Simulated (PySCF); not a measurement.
**Radial density of N²⁺ (nitrogen, charge +2)**

B3LYP, [He] 2s1 2p2, high-spin 4P determinant (an excited configuration). All numbers are calculated (PySCF 2.14, the non-relativistic Hamiltonian (point nucleus), in aug-cc-pVTZ).

| r (bohr) | 4πr²ρ (e/bohr) | 4πr²(ρα − ρβ) |
| --- | --- | --- |
| 0.00424 | 0.04287 | 0.0013 |
| 0.00713 | 0.1170 | 0.0037 |
| 0.0120 | 0.3082 | 0.0097 |
| 0.0202 | 0.7793 | 0.0244 |
| 0.0339 | 1.819 | 0.0568 |
| 0.0571 | 3.743 | 0.1160 |
| 0.0960 | 6.206 | 0.1900 |
| 0.161 | 7.262 | 0.2361 |
| 0.272 | 4.962 | 0.3451 |
| 0.457 | 2.316 | 1.1319 |
| 0.768 | 2.524 | 2.4564 |
| 1.29 | 1.893 | 1.8924 |
| 2.17 | 0.3380 | 0.3380 |
| 3.66 | 0.006411 | 0.0064 |
